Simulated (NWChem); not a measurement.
# CH$_{3}$ClF$_{2}$Si; SMILES FC(F)[SiH2]Cl

```xyz
8

F      1.3881     1.3324    -0.2392
C      0.1968     1.1548     0.3805
F     -0.5789     2.2468     0.1368
Si    -0.7130    -0.3679    -0.3509
Cl     0.3814    -2.0594     0.0958
H      0.3814     1.1019     1.4698
H     -0.8048    -0.1971    -1.8235
H     -2.0558    -0.4704     0.2794
```
Atoms are numbered in this order, from 1.

Level: PBE0/def2-SVP (NWChem), optimised geometry, unscaled harmonic frequencies. 

```tsv
frequency (cm⁻¹)	IR intensity (km/mol)
66	2.4
111	4.3
258	4.2
286	10.7
506	24.4
566	59.1
597	19.9
679	4.0
774	8.0
854	242.0
936	91.5
1122	149.0
1156	89.5
1336	30.4
1373	8.5
2271	65.6
2288	85.0
3069	26.3
```

| Property | Value |
|---|---|
| zero-point energy | 26.1 kcal/mol |
| thermal correction to the enthalpy at 298.15 K (with zero-point energy) | 30.6 kcal/mol |
| heat capacity Cv | 20.0 cal/(mol K) |
| entropy at 298.15 K and 1 atm (symmetry number 1) | 81.0 cal/(mol K) |
| dipole moment | 1.29 D |

Rigid rotor and harmonic oscillator; modes under 100 cm⁻¹ make the entropy uncertain.
